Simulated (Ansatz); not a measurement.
Program: Ansatz. Geometries: PBE0-D4/def2-TZVP. ΔE: electronic, gas phase. CBS: MP2 limit from def2 TZ/QZ plus the TZ coupled-cluster correction, frozen cores. This one scheme is used for every species. DFT in def2-TZVPP. One conformer a species, not always the lowest.

Consider the ligand exchange at a B–O bond: `NCBO` + CH₃NH₂ → `CNBCN` + H₂O.

```csv
level,ΔE (eV)
ωB97X-V,0.18
HF/def2-QZVPP,0.20
```

(1) What does CCSD(T)/CBS give? (An estimate is asked.)

Largest T1 diagnostic among the species: 0.012.

Results:

(1) Ansatz gave: +0.11 eV. The listed levels differ from it by 0.07, 0.09 eV.

In def2-TZVPP, CCSD(T) changes the Hartree–Fock value by −0.06 eV (the triples alone add −0.00 eV) and MP2 by −0.08 eV. The D4 term adds −0.04 eV with B3LYP and −0.02 eV with PBE0; it sums over pairs of atoms, weighted by their polarisabilities, and B3LYP, whose exchange is more repulsive, gets the larger term.

B3LYP here is the variant with VWN-RPA as its local correlation; programs differ in this.
